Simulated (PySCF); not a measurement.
Mapped SMILES: `[CH3:1][C:2]([CH3:3])([CH3:4])[S:5]([CH3:6])(=[O:7])=[O:8]`. Each H is labelled by its parent atom.

[PySCF 2.14.0 with density-fitted response routines: structure optimised with PBE0-D3(BJ)/def2-SVP; shieldings: GIAO PBE0/pcSseg-1; in vacuum; non-relativistic Hamiltonian; one computed conformer; averaged over atoms made equivalent by symmetry, fast rotation or ring inversion]

Shifts are taken against calculated references (same method and geometry level): TMS for 13C, 1H; 33S against CS2; 17O against H2O.

```json
{"atoms": "H(C1)/H(C3)/H(C4)", "nucleus": "1H", "count": "9", "δ (ppm)": "?"}
{"atoms": "S5", "nucleus": "33S", "count": "1", "δ (ppm)": "322"}
{"atoms": "C2", "nucleus": "13C", "count": "1", "δ (ppm)": "62.4"}
{"atoms": "H(C6)", "nucleus": "1H", "count": "3", "δ (ppm)": "?"}
{"atoms": "C6", "nucleus": "13C", "count": "1", "δ (ppm)": "36.7"}
{"atoms": "O7/O8", "nucleus": "17O", "count": "2", "δ (ppm)": "195.0"}
{"atoms": "C1/C3/C4", "nucleus": "13C", "count": "3", "δ (ppm)": "23.7"}
```

**Question.** Estimate the values marked ?.

**Answer.** 
- H(C6): 2.55 ppm, hydrogen on a methyl carbon bonded to S
- H(C1)/H(C3)/H(C4): 1.28 ppm, hydrogen on a methyl carbon

Shifts are as computed. Against solution values, carbons near 30 ppm lie about +2 ppm off and those near 130 ppm about +5 ppm. Of 1211 compounds with measured shifts, 218 miss one by over three times the rms of a fit or turn the order of signals round; such compounds aren't used in these exercises. Experimental scales use liquid or dissolved standards, which lie at an offset from isolated H2O (liquid H2O: subtract about 36 ppm).
